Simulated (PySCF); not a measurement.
Bonds (- single, = double, # triple, : aromatic): C1-B2 1.569 Å, B2-C3 1.567 Å, B2-C4 1.569 Å. C1 carries H5, H6, H7; C3 carries H8, H9, H10; C4 carries H11, H12, H13.

Geometry: PBE0-D3(BJ)/def2-TZVP; GIAO absolute shieldings from PySCF 2.14, gas phase, non-relativistic, averaged over equivalent atoms.

At B97-2/pcSseg-2 (270 basis functions, 41 s wall time (85 s CPU) on 2 threads of an Intel Xeon, shared host):
| atoms | σ (ppm) |
| --- | --- |
| C1/C3/C4 | 169.7 |
| B2 | 14.1 |
| H5/H6/H7/H8/H9/H10/H11/H12/H13 | 30.79 |

Predict the values at PBE0/pcSseg-2 on the same geometry.

## Answers


| atoms | σ at PBE0/pcSseg-2 | change |
| --- | --- | --- |
| C1/C3/C4 | 169.5 | -0.2 |
| B2 | 9.1 | -5.0 |
| H5/H6/H7/H8/H9/H10/H11/H12/H13 | 30.64 | -0.15 |

The largest change is at B2 (boron bonded to 3 C). Cost: 270 basis functions, 43 s wall time (90 s CPU) on 2 threads of an Intel Xeon, shared host.

A carbon bonded to boron is broadened by the quadrupolar boron nucleus and is often missing from a measured spectrum.
